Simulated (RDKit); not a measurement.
Job for RDKit: UFF on H2O2Si (SMILES O[Si]O).

```python
from rdkit import Chem
from rdkit.Chem import AllChem, rdDetermineBonds

blocks = [
'''5

Si    0.20440973    0.15300423   -0.96316616
O     1.43807796   -0.36930399   -0.00327565
H     1.25751291   -0.52335508    0.93346748
O    -1.01795774    0.22534171    0.17169798
H    -1.88204286    0.51421314   -0.13872365
''',
]
mol = None
for b in blocks:
    f = Chem.MolFromXYZBlock(b)
    rdDetermineBonds.DetermineBonds(f, charge=0)
    mol = f if mol is None else Chem.CombineMols(mol, f)
Chem.SanitizeMol(mol)
print(Chem.MolToSmiles(Chem.RemoveHs(mol)))
ff = AllChem.UFFGetMoleculeForceField(mol, vdwThresh=100.0, ignoreInterfragInteractions=False)
e = ff.CalcEnergy()
print(f'UFF energy {e:.6f} kcal/mol')
```

The log:

```
[02:04:05] UFFTYPER: Warning: hybridization set to SP3 for atom 0
[02:04:05] UFFTYPER: Unrecognized charge state for atom: 0
[H]/[O+]=[Si-]/O
UFF energy 23.816429 kcal/mol
```

The run finished.

Cost: about 0.010 core-seconds (a rough figure).
